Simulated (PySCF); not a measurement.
HI₂Si, SMILES I[SiH]I (connectivity only; charge and spin as stated), charge +1, multiplicity 1. Atoms are numbered in the order given.

```xyz
4

I      0.0000    -2.0725     0.1503
Si     0.0000     0.0000    -0.9628
I      0.0000     2.0725     0.1503
H      0.0000     0.0000    -2.4573
```
Charge +1, spin multiplicity 1.

Geometry: PBE-D3(BJ)/def2-SVP. The spin state was assumed, not searched. The isomer is the one that the SMILES or the coordinates give; other isomers of the formula were not compared. The def2 effective core potentials stand for the cores of I; spin–orbit coupling is left out.

Method: PBE-D3(BJ)/def2-SVP in PySCF 2.14.0.

Frequencies are harmonic and unscaled.

```
mode  ν (cm⁻¹)  IR (km/mol)  moving atoms (share of kinetic energy)
----  --------  -----------  --------------------------------------
1           94          1.1                         I 83 %, Si 16 %
2          333         14.7                         Si 70 %, I 27 %
3          411          0.2                         H 83 %, Si 16 %
4          493         97.2                         Si 79 %, I 13 %
5          718        111.1                          H 91 %, Si 8 %
6         2212          0.1                                  H 96 %
```
